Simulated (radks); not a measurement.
Numerical settings for the helium ion He+, 1s1. All-electron calculation, Dirac Kohn-Sham, PBE, spin-unpolarised, spherical densities, finite nucleus; Gaussian nuclear charge, rms radius 1.6755 fm. Program: a radial shooting solver on a logarithmic mesh with Libxc functionals. The defaults (mesh step 0.008 in ln r, mesh end at 40 bohr or more with all orbitals vanishing there, Anderson mixing 0.5 over 9 steps, residual threshold near 1e-9 with the energy settled to 1e-9 hartree or 1e-11 of itself, here a cap of 74 iterations) give E = -1.9021 hartree and 1s1/2 at -39.130 eV in 11 iterations. Run on one thread of a shared host, so times are rough (Intel(R) Xeon(R) 6975P-C): 0.01 s of CPU time, 0.01 s wall, 11 iterations on 2189 mesh points. Changes against that run (0 stands for a change within the tolerance of the run):

setting,iterations,converged,E (mhartree),e(1s1/2) (meV),CPU (s)
mesh step in ln r 0.03,11,yes,0,0,0.01
mesh step in ln r 0.12,74,no,-6.1e+03,-,0.03
mesh step in ln r 0.005,11,yes,0,0,0.02
mesh end (bohr) 1,13,level above zero,+1.6e+03,+5.28e+04,0.01
mesh end (bohr) 20,11,yes,0,0,0.01
residual threshold 0.01,7,yes,0,-0.022,0.01
residual threshold 0.001,7,yes,0,-0.022,0.01
mixing 1.5,12,yes,0,0,0.01
"linear mixing, mixing 0.5",30,yes,0,0,0.03
"linear mixing, mixing 0.8",14,yes,0,0,0.01
mixing history 20,11,yes,0,0,0.01
iteration cap 2,2,no,+1.41,-1.05e+04,0

Settled on a wrong energy, with an occupied level pushed above zero by the early mesh end: mesh end (bohr) 1 (+1.6 hartree). Apart from these: no run marked as converged misses the energy by more than 1 mhartree. A mesh that ends early acts as a hard wall.
